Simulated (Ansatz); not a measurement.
Geometry optimisation, Ansatz, RKS PBE0/def2-SVP.

Input:

```yaml
crystal:
  periodic: [false, false, false]
  atoms:
    - { symbol: B, position_ang: [0.010883, -0.301677, 0.127655] }
    - { symbol: O, position_ang: [0.005055, -0.489668, 1.497703] }
    - { symbol: H, position_ang: [-0.868296, -0.616792, 1.875382] }
    - { symbol: F, position_ang: [1.193176, -0.14144, -0.441653] }
    - { symbol: O, position_ang: [-1.072276, -0.306428, -0.68791] }
    - { symbol: H, position_ang: [-1.912714, -0.472797, -0.255562] }
    - { symbol: H, position_ang: [0.007343, 2.062538, 0.524774] }
    - { symbol: H, position_ang: [0.039729, 1.700364, 1.143712] }
basis:
  gaussian: { orbitals: def2-SVP }
hamiltonian:
  xc: pbe0
relax:
  f_tol: 0.03
  max_steps: 50
```

Command:

```bash
$ ansatz run input.yaml --threads 1 --pin off --max-ram 2048MiB --backend cpu --events-out ev --progress --plain --runs-dir out
```

Q: Where does it end, and by what steps?

A: It converged. The force dipped under the threshold on the way, but the program's further checks kept it going. After 20 steps the energy has fallen by 0.180 eV; H7 moved furthest, 1.26 Å.

| step | energy less start (eV) | largest force component (eV/Å) | accepted |
| --- | --- | --- | --- |
| 0 | 0.0000 | 1.470 | yes |
| 1 | -0.1188 | 0.452 | yes |
| 2 | -0.1492 | 0.185 | yes |
| 3 | -0.1554 | 0.179 | yes |
| 4 | -0.1581 | 0.110 | yes |
| 5 | -0.1589 | 0.175 | yes |
| 6 | -0.1612 | 0.108 | yes |
| 7 | -0.1625 | 0.085 | yes |
| 8 | -0.1661 | 0.095 | yes |
| 9 | -0.1465 | 1.097 | no |
| 10 | -0.1692 | 0.033 | yes |
| 11 | -0.1681 | 0.467 | no |
| 12 | -0.1710 | 0.028 | yes |
| 13 | -0.1723 | 0.088 | yes |
| 14 | -0.1733 | 0.228 | yes |
| 15 | -0.1754 | 0.204 | yes |
| 16 | -0.1774 | 0.115 | yes |
| 17 | -0.1786 | 0.105 | yes |
| 18 | -0.1793 | 0.121 | yes |
| 19 | -0.1797 | 0.061 | yes |
| 20 | -0.1800 | 0.020 | yes |

```xyz
8
Properties=species:S:1:pos:R:3
B 0.017 -0.742 -0.048
O 0.078 -0.337 1.250
H -0.767 -0.147 1.665
F 1.171 -1.025 -0.635
O -1.103 -0.890 -0.799
H -1.928 -0.673 -0.358
H -0.157 2.983 1.369
H 0.092 2.265 1.340
```

Run time: 39 s on 1 thread of AMD EPYC 7R43 64-Core Processor (Zen 3) (shared host), peak memory 0.15 GiB.
